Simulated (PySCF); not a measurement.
CH5AlBrN, SMILES [CH3][Al]([NH2])[Br].

Coordinates come from a TPSSh-D3(BJ)/def2-SVP optimisation. The structure was generated by enumeration; whether it is a known compound was not checked. One conformer was computed; it need not be the lowest.

The numbers are results of TDDFT-PBE0/def2-SVPD in PySCF, not measurements.

Vertical excitations. 

### Question
Give excitation energies, oscillator strengths and character. (Estimate from the structure and the level; the computed values follow.)

### Answer

```json
[
 {"state": "S1", "energy (eV)": "5.89", "λ (nm)": "211", "f": "0.025", "main pairs": "HOMO→LUMO 98 %"},
 {"state": "S2", "energy (eV)": "6.49", "λ (nm)": "191", "f": "0.037", "main pairs": "HOMO−1→LUMO 62 %, HOMO→LUMO+1 35 %"},
 {"state": "S3", "energy (eV)": "6.62", "λ (nm)": "187", "f": "0.000", "main pairs": "HOMO−1→LUMO+1 97 %"},
 {"state": "S4", "energy (eV)": "6.66", "λ (nm)": "186", "f": "0.167", "main pairs": "HOMO→LUMO+1 61 %, HOMO−1→LUMO 34 %"},
 {"state": "S5", "energy (eV)": "6.88", "λ (nm)": "180", "f": "0.098", "main pairs": "HOMO−2→LUMO 88 %"},
 {"state": "S6", "energy (eV)": "7.19", "λ (nm)": "172", "f": "0.016", "main pairs": "HOMO−3→LUMO 61 %, HOMO−2→LUMO+1 36 %"},
 {"state": "S7", "energy (eV)": "7.24", "λ (nm)": "171", "f": "0.003", "main pairs": "HOMO→LUMO+2 84 %"},
 {"state": "S8", "energy (eV)": "7.31", "λ (nm)": "170", "f": "0.012", "main pairs": "HOMO−3→LUMO+1 94 %"},
 {"state": "S9", "energy (eV)": "7.36", "λ (nm)": "168", "f": "0.123", "main pairs": "HOMO−2→LUMO+1 57 %, HOMO−3→LUMO 32 %"},
 {"state": "S10", "energy (eV)": "7.72", "λ (nm)": "161", "f": "0.000", "main pairs": "HOMO→LUMO+3 92 %"},
 {"state": "T1", "energy (eV)": "5.51", "λ (nm)": "225", "f": "0", "main pairs": "HOMO→LUMO+1 95 %"},
 {"state": "T2", "energy (eV)": "5.54", "λ (nm)": "224", "f": "0", "main pairs": "HOMO→LUMO 92 %"},
 {"state": "T3", "energy (eV)": "6.22", "λ (nm)": "199", "f": "0", "main pairs": "HOMO−1→LUMO 89 %"},
 {"state": "T4", "energy (eV)": "6.40", "λ (nm)": "194", "f": "0", "main pairs": "HOMO−1→LUMO+1 88 %"}
]
```
Triplets are in the Tamm–Dancoff approximation, which puts them higher than full response would, so one can lie above its singlet here.
